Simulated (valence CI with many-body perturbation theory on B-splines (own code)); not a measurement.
# Sr25+: what the settings do

Computed by valence CI with perturbative core correlation (CI+MBPT): three valence electrons over a frozen Dirac-Fock core [Ne], radial functions for each j: 6 s, 6 p, 5 d, 3 f, 1 g, with the one-electron correlation potential Σ1, the two-electron term Σ2, the three-electron term Σ3, Breit, model QED; selected CI, second order for the rest, scaled by the run's own slope (own B-spline code, finite nucleus).

No measured levels were compared; by estimate levels of excited configurations hold to 0.05 to 0.15 % of their energy, terms of the ground configuration to about 0.5 %.

The reference run has the lowest level 3s²3p ²P°_1/2 and an ionisation energy of 1221.37 eV. Its largest variational space holds 2878 state functions.

Names give the largest LS component (configuration and term), which can be under half, so a name can repeat, a term be missing and a line seem to break the LS rules; names also repeat where a configuration has a term twice.

| Level | Reference (cm⁻¹) | Shift (cm⁻¹) |
| --- | --- | --- |
| 3s²3p ²P°_3/2 | 126452 | +6.5 |
| 3s3p² ⁴P_1/2 | 453334 | -81 |
| 3s3p² ⁴P_3/2 | 525032 | -108 |
| 3s3p² ⁴P_5/2 | 567954 | -85 |
| 3s3p² ²D_3/2 | 651728 | -392 |
| 3s3p² ²D_5/2 | 699615 | -472 |
| 3s3p² ²P_1/2 | 729475 | +324 |
| 3s3p² ²S_1/2 | 855877 | +277 |
| 3s3p² ²P_3/2 | 862711 | -863 |
| 3s²3d ²D_3/2 | 934195 | -7342 |
| 3s²3d ²D_5/2 | 949839 | -8899 |
| 3p³ ²D°_3/2 | 1160070 | -697 |

The ionisation energy moves by -0.046 eV.

Q: Which of these changes was made?
A. correlating orbitals by l 3 3 3 2 1 → 3 3 3 3 1; highest l with Σ1, explicit Σ2 and valence Breit (higher l get mean screening factors) 3 → 1
B. scale of Σ1 1 → 0; scale of Σ2 1 → 0; three-electron term on → off
C. averaging of valence orbitals over low configurations on → off

A: A. correlating orbitals by l 3 3 3 2 1 → 3 3 3 3 1; highest l with Σ1, explicit Σ2 and valence Breit (higher l get mean screening factors) 3 → 1.
